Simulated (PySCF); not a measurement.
alpha-methylstyrene (C9H10), singlet, geometry from GFN2-xTB. Base run: PySCF with DF-BLYP/3-21G.

PySCF was given this input:
```python
from pyscf import gto, scf, dft

mol = gto.M(
    atom='''
C    -2.04529192   -0.76514710    1.50535577
C    -1.62293449   -0.27980810    0.34276531
C    -2.58312630    0.06711092   -0.75821084
C    -0.19272972   -0.04530204    0.07894888
C     0.23293136    1.05096743   -0.66870218
C     1.57784279    1.26611181   -0.90654907
C     2.52441816    0.38456886   -0.41339338
C     2.11474204   -0.71496926    0.32202440
C     0.77112148   -0.92696109    0.56608528
H    -3.09038935   -0.94166633    1.69710561
H    -1.37041645   -0.98194572    2.31531722
H    -2.71603346    1.14692363   -0.82175712
H    -2.20730797   -0.28319761   -1.71798005
H    -3.55546845   -0.38154103   -0.57135313
H    -0.49040908    1.75400632   -1.05365762
H     1.88894961    2.12646259   -1.48171981
H     3.57443213    0.55118929   -0.60401463
H     2.84630444   -1.41267207    0.70369910
H     0.45849803   -1.79698738    1.12441544
''',
    basis='3-21g',
    verbose=4,
)

mf = dft.RKS(mol)
mf.xc = 'blyp'
mf = mf.density_fit(auxbasis='def2-universal-jkfit')
mf.kernel()
```

Each row names what was changed in the base input (with any setting that the change needs).

```
change                                                                            ΔE vs base (mEh)  SCF cycles        outcome
--------------------------------------------------------------------------------  ----------------  ----------  -------------
base                                                                                         0.000          11      converged
diis_space = 20                                                                              0.000          11      converged
init_guess = huckel                                                                          0.000          14      converged
conv_tol = 1e-7                                                                              0.000           9      converged
conv_tol = 1e-6                                                                              0.000           9      converged
DIIS = ADIIS                                                                                 0.000          24      converged
solver = newton                                                                              0.000           -      converged
conv_tol = 1e-12                                                                             0.000          14      converged
init_guess = mod_huckel                                                                      0.000          15      converged
DIIS = EDIIS                                                                                     -          50  not converged
init_guess = sap                                                                             0.000          17      converged
diis = off; damp = 0.6 (with mf.diis_start_cycle = 200; with mf.max_cycle = 150)             0.000          16      converged
diis_space = 12                                                                              0.000          11      converged
```
